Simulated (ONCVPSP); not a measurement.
## Transferability test, ONCV potential for thallium

* Element: Tl (Z = 81)
* Generator: ONCVPSP 4.0.1
* Type: optimised norm-conserving Vanderbilt (ONCV)
* Functional: PBEsol
* Relativity: scalar-relativistic
* Frozen core: [Kr] 4d10 4f14
* Valence charge: 21
* Reference configuration: 5s2 5p6 5d10 6s1 (charge +2)
* Partial waves: 5s+6s: rc 1.25 bohr, ncon 4, nbas 7, qcut 9.3 1/bohr, 3 projectors, debl 2.6 Ha; 5p: rc 1.60 bohr, ncon 3, nbas 6, qcut 7.5 1/bohr, 2 projectors, debl 3.1 Ha; 5d: rc 1.20 bohr, ncon 4, nbas 8, qcut 7.6 1/bohr, 1 projector
* Local potential: polynomial inside 1.15 bohr (lpopt 5, dvloc0 1 Ha)
* Core correction: Teter function, fcfact 3.75, rcfact 1.4

In the p channel the program set the typed energies aside and used -3.456, 0.250 Ha.

Energies are relative to the spin-unpolarised reference configuration 5s2 5p6 5d10 6s1; without spin polarisation the order of configurations can differ from experiment.

```json
{"valence configuration": "5s2 5p6 5d10 6s2 6p1", "charge": "0", "ΔE all-electron (eV)": "-25.992", "error AE − PS (meV)": "+8.2"}
{"valence configuration": "5s2 5p6 5d10 6s2", "charge": "+1", "ΔE all-electron (eV)": "-20.844", "error AE − PS (meV)": "+5.9"}
{"valence configuration": "5s2 5p6 5d10 6s0", "charge": "+3", "ΔE all-electron (eV)": "30.164", "error AE − PS (meV)": "-11"}
```

Problem. What are ΔE and the potential's error for 5s2 5p6 5d10 6s2 6p0.5?

Solution. ΔE = -24.145 eV all-electron; the error (AE − PS) is +7.3 meV.

Levels in the configuration 5s2 5p6 5d10 6s2:

| level | all-electron (eV) | pseudo (eV) |
| --- | --- | --- |
| 5s | -138.355 | -138.342 |
| 5p | -83.412 | -83.405 |
| 5d | -22.782 | -22.785 |
| 6s | -16.377 | -16.375 |
